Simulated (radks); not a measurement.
Excited configurations of V I: one electron is placed in a higher orbital outside [Ar] 3d4. The ground configuration is [Ar] 3d3 4s2. All-electron calculation, Dirac Kohn-Sham, PBE, spin-unpolarised, spherical densities, finite nucleus; open shells fill j = l - 1/2 first; Fermi nuclear charge, rms radius 3.6002 fm. Program: a radial shooting solver on a logarithmic mesh with Libxc functionals. Excitation = E - E(ground); binding = E(ion) - E, where the ion is the core of charge +1; n* = 1/sqrt(2 binding) in atomic units, and the quantum defect is n - n*.

[
 {"outer orbital": "4s1/2", "excitation (eV)": "0.572", "binding (eV)": "6.604", "n*": "1.435", "quantum defect": "2.565", "eigenvalue (eV)": "-3.868", "<r> (bohr)": "3.579"},
 {"outer orbital": "4p1/2", "excitation (eV)": "3.456", "binding (eV)": "3.720", "n*": "1.913", "quantum defect": "2.087", "eigenvalue (eV)": "-1.733", "<r> (bohr)": "4.998"},
 {"outer orbital": "4d3/2", "excitation (eV)": "5.622", "binding (eV)": "1.554", "n*": "2.959", "quantum defect": "1.041", "eigenvalue (eV)": "-0.720", "<r> (bohr)": "10.58"},
 {"outer orbital": "5p1/2", "excitation (eV)": "5.470", "binding (eV)": "1.706", "n*": "2.824", "quantum defect": "2.176", "eigenvalue (eV)": "-0.977", "<r> (bohr)": "11.82"},
 {"outer orbital": "5d3/2", "excitation (eV)": "6.203", "binding (eV)": "0.973", "n*": "3.740", "quantum defect": "1.260", "eigenvalue (eV)": "-0.548", "<r> (bohr)": "19.89"},
 {"outer orbital": "6s1/2", "excitation (eV)": "5.930", "binding (eV)": "1.245", "n*": "3.305", "quantum defect": "2.695", "eigenvalue (eV)": "-0.773", "<r> (bohr)": "17.59"},
 {"outer orbital": "6p1/2", "excitation (eV)": "6.180", "binding (eV)": "0.995", "n*": "3.697", "quantum defect": "2.303", "eigenvalue (eV)": "-0.617", "<r> (bohr)": "21.25"},
 {"outer orbital": "6d3/2", "excitation (eV)": "6.521", "binding (eV)": "0.655", "n*": "4.557", "quantum defect": "1.443", "eigenvalue (eV)": "-0.406", "<r> (bohr)": "31.60"},
 {"outer orbital": "7s1/2", "excitation (eV)": "6.390", "binding (eV)": "0.786", "n*": "4.161", "quantum defect": "2.839", "eigenvalue (eV)": "-0.509", "<r> (bohr)": "28.42"},
 {"outer orbital": "7p1/2", "excitation (eV)": "6.520", "binding (eV)": "0.655", "n*": "4.557", "quantum defect": "2.443", "eigenvalue (eV)": "-0.425", "<r> (bohr)": "33.37"},
 {"outer orbital": "7d3/2", "excitation (eV)": "6.708", "binding (eV)": "0.468", "n*": "5.394", "quantum defect": "1.606", "eigenvalue (eV)": "-0.305", "<r> (bohr)": "46.14"}
]

The Delta-SCF ionisation energy is 7.176 eV (NIST Atomic Spectra Database: 6.746 eV, measured). Self-interaction in the functional shifts the binding energies and quantum defects, so they are the method's values and not measured ones. Spin polarisation and multiplet splitting are left out, so open shells lie too high by an amount that depends on their filling.

Beside tabulated values, note that spin-unpolarised runs miss the spin-polarisation part of the exchange energy of open shells.
